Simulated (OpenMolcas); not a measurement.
neutral strontium: CASPT2 settings compared

```
Program             : OpenMolcas 26.06
Basis               : ANO-RCC-VQZP [8s7p4d2f1g]
Scalar Hamiltonian  : DKH4, point nucleus
Active space        : 2 electrons in 9 orbitals (4d 5s 5p)
State averaging     : 2S+1 = 3 even, 18 roots (5 in the spin-orbit step); 2S+1 = 1 even, 6 roots kept (CI in the orbitals of an earlier block); 2S+1 = 3 odd, 3 roots; 2S+1 = 1 odd, 3 roots kept (CI in the orbitals of an earlier block)
Spin-orbit coupling : state interaction with AMFI integrals over the reference wave functions, term energies averaged over their components
```

Methods on the same reference wave functions:
A. CASSCF
B. SS-CASPT2, IPEA 0.5 Eh, imaginary shift 0.15 Eh (closed shells correlated: 4s 4p)
C. SS-CASPT2, IPEA 0.6 Eh, imaginary shift 0.1 Eh (closed shells correlated: 4s 4p)
D. XMS-CASPT2, IPEA 0.15 Eh, real shift 0.4 Eh (closed shells correlated: none)

Energies in cm-1 above 5s2 1S0, the measured ground level; measured values from NIST Handbook of Basic Atomic Spectroscopic Data.

| Level | A | B | C | D | Measured |
| --- | --- | --- | --- | --- | --- |
| 5s2 1S0 | 0.0 | 0.0 | 0.0 | 0.0 | 0.0 |
| 5s 5p 3P* 0 | 11516 | 13690 | 13670 | 12010 | 14318 |
| 5s 5p 3P* 1 | 11650 | 13820 | 13810 | 12140 | 14504 |
| 5s 5p 3P* 2 | 11931 | 14100 | 14090 | 12420 | 14899 |
| 4d 5s 3D1 | 19952 | 19030 | 19130 | 19750 | 18159 |
| 4d 5s 3D2 | 20018 | 19100 | 19200 | 19820 | 18219 |
| 4d 5s 3D3 | 20127 | 19200 | 19310 | 19930 | 18319 |
| 5s 5p 1P* 1 | 21179 | 21660 | 21670 | 21060 | 21698 |
| 4d 5s 1D2 | 21399 | 21010 | 21070 | 20800 | 20150 |

Deviations, from unrounded energies. A percentage is the sum of absolute deviations over the sum of measured energies, with the sign that they share, or ± where signs differ.

```csv
Against measurement,Levels,A,B,C,D
mean absolute deviation (cm-1),8,2000,700,760,1700
other configurations (%),8,±11.3,±4.0,±4.3,±9.4
```

B lies closest to measurement on these levels and A furthest from it. The largest miss of B in the table is 4d 5s 3D3, by +890 cm-1. The ranking rests on the paired levels alone, and a cruder setting can come out closer through cancelling errors.

Among B to D the level of the table that moves most is 5s 5p 3P* 0, by 1700 cm-1 (lowest in D, highest in B). Moves below CASPT2's spread within the term are not significant.

The lowest spin-free term lies below A's lowest term by 0.225 hartree in B, 0.225 hartree in C, 0.003 hartree in D.

Term energies are means over components that CASPT2 splits; among the terms shown or strongly mixed into the levels shown the widest spread is 95 cm-1 (4d 5s 1D, C). Some high roots are left out of the spin-orbit mixing, which shifts the levels that they would mix with. Terms from blocks run as CI alone lack orbitals of their own. A single d shell beside an s shell can misplace configurations of different d count against each other. Without dynamic correlation excited terms often stand tens of per cent too high (terms of higher spin than the ground term too low), and those without a measured partner can miss by more than the paired ones (holds for A). Measured partners are found by configuration, term and J. A level has none where our copy of the source lacks it or the pairing is in doubt (some pairs that miss far off the trend of their configuration count as doubtful), and it then counts in no deviation. Only configurations of the active space appear.

* marks odd parity.
